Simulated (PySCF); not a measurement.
This script is equivalent to a calculation on Be (beryllium, neutral).

```python
from pyscf import gto, scf, dft, mp, cc
import basis_set_exchange as bse
mol = gto.M(atom="Be 0 0 0", charge=0, spin=0, symmetry="D2h",
            basis=gto.basis.parse(bse.get_basis("dyall-acv3z", elements=["Be"], fmt="nwchem")))
mf = dft.UKS(mol, xc="PBE0")
mf.irrep_nelec = {'Ag': (2, 2)}
mf.kernel()
```

**Question.** What total energy does it give?

**Answer.** -14.637 hartree (calculated).

**Question.** Which occupied shell lies highest, and where?

**Answer.** 2s, at -6.492 eV.
